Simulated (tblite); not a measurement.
C₃H₉Ge, doublet, at a GFN2-xTB geometry; tblite with GFN1-xTB.

tblite was given this input:
```
$ tblite run mol.xyz --method gfn1 --charge 0 --spin 1 --spin-polarized --json tblite.json --no-restart

# file mol.xyz
13

C      2.34158793     1.08833734    -0.23254345
C      1.81308624    -0.21245295     0.23514570
C      0.57128543    -0.28375438     0.99009097
Ge    -1.07453076    -0.17696050    -0.19641555
H      3.39174683     1.01031274    -0.50702840
H      2.22969830     1.85358314     0.53682327
H      1.79497394     1.44449263    -1.11790682
H      2.22200223    -1.11630520    -0.18495243
H      0.48513465    -1.22031642     1.54291825
H      0.47778719     0.54938448     1.69008991
H     -1.12861210    -1.30931318    -1.17636722
H     -1.06910268     1.07790469    -1.01600632
H     -2.37440174    -0.17978707     0.56156785
```

Question: What does tblite print? Leave out banner, timings and long lists.

Answer: 
```
xTB calculator
 | screened Coulomb repulsion
 | Coulomb electrostatics
 |  * isotropic Klopman-Ohno-Mataga-Nishimoto electrostatics
 |  * onsite third-order electrostatics
 | DFT-D3(BJ) dispersion correction
 | Interactions (1)
 | [1] spin polarization

halogen bonding energy    0.0000000000000E+00 Eh
repulsion energy          1.6474454983349E-01 Eh
dispersion energy        -4.1417291214978E-03 Eh
interaction energy        0.0000000000000E+00 Eh
number of electrons       2.5000000000000E+01 e
integral cutoff           4.0000000000000E+01 bohr

------------------------------------------------------------
  cycle        total energy    energy error   density error
------------------------------------------------------------
      1     -12.61822738423  -1.2778830E+01   3.7872161E-01
      2     -12.69025851552  -7.2031131E-02   2.1677588E-01
      3     -12.62492435868   6.5334157E-02   1.5009735E-01
      4     -12.77780529805  -1.5288094E-01   3.2155435E-02
      5     -12.78477991499  -6.9746169E-03   1.9655154E-02
      6     -12.78607538168  -1.2954667E-03   5.3912719E-03
      7     -12.78619124074  -1.1585907E-04   2.5096708E-03
      8     -12.78622950309  -3.8262350E-05   6.8668110E-04
      9     -12.78622999420  -4.9110658E-07   2.0971513E-04
     10     -12.78623003523  -4.1035921E-08   7.9435098E-05
     11     -12.78623003987  -4.6366484E-09   2.2006090E-05
     12     -12.78623003925   6.1877614E-10   1.3750959E-05
------------------------------------------------------------

electronic energy        -1.2946832859965E+01 Eh
total energy             -1.2786230039253E+01 Eh

Post processing:
 | Mayer-Wiberg bond orders

[Info] JSON dump of results written to 'tblite.json'
```
